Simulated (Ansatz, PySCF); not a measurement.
B(Me)(NCO)(OH) (C2H4BNO2), SMILES CB(O)N=C=O.

Geometry: PBE0-D3(BJ)/def2-SVP. The structure was generated by enumeration, and PubChem lists no compound with its InChIKey, so it may never have been made. The values are those of a single conformer.

Vertical ionisation energy (IE) and electron affinity (EA) in eV. Rows of orbital energies are one-electron estimates. Where ΔSCF, EOM or ADC give a negative EA the extra electron is unbound and the value depends on the basis.

```json
[
 {"level": "−ε(HOMO), −ε(LUMO), PBE0/def2-TZVP (PySCF)", "IE": "8.43", "EA": "0.34"},
 {"level": "−ε(HOMO), −ε(LUMO), PBE/def2-TZVP (PySCF)", "IE": "7.01", "EA": "1.33"},
 {"level": "ΔSCF, CAM-B3LYP/def2-SVPD (Ansatz), final states of multiplicity 2 and 2", "IE": "10.95", "EA": "-0.93"},
 {"level": "ΔSCF, PBE/def2-SVPD (Ansatz), final states of multiplicity 2 and 2", "IE": "(withheld)", "EA": "(withheld)"}
]
```

### Question
What belongs in the gaps? (An estimate is asked for; the answer gives what the named calculation found.)

### Answer

- ΔSCF, PBE/def2-SVPD (Ansatz, a first-principles code), final states of multiplicity 2 and 2, IE: 10.35
- ΔSCF, PBE/def2-SVPD (Ansatz), final states of multiplicity 2 and 2, EA: -0.72

### Question
What vertical singlet–triplet gap does ΔSCF give with CAM-B3LYP/def2-SVPD (Ansatz) and with PBE/def2-SVPD (Ansatz)? (The exact figures need the calculation; the answer reports its results.)

### Answer
6.15 and 5.64 eV (triplet above singlet where positive).
